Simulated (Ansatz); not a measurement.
Cartesian coordinates in Å:
```
Cl 0.417 1.245 1.083
Si -0.439 0.474 -0.644
Br 0.021 -1.719 -0.438
```

The species carries charge 0 and has multiplicity 1.

(1) List the r2SCAN/def2-TZVPP orbital energies in eV (Ansatz). (Best estimate.)

Results:

(1) Ansatz gave: Occupied: -13122.26, -2753.82, -1793.37, -1695.49, -1526.23, -1526.20, -1526.18, -255.21, -235.14, -193.72, -193.65, -193.60, -175.32, -175.23, -175.15, -143.53, -98.48, -98.39, -98.32, -69.18, -69.16, -69.10, -69.03, -69.03, -21.96, -20.39, -13.04, -10.25, -9.31, -9.28, -8.21, -7.78, -6.78. Lowest empty: -3.67, -0.80, -0.47, 3.08, 3.86, 3.99, 4.06, 4.26.
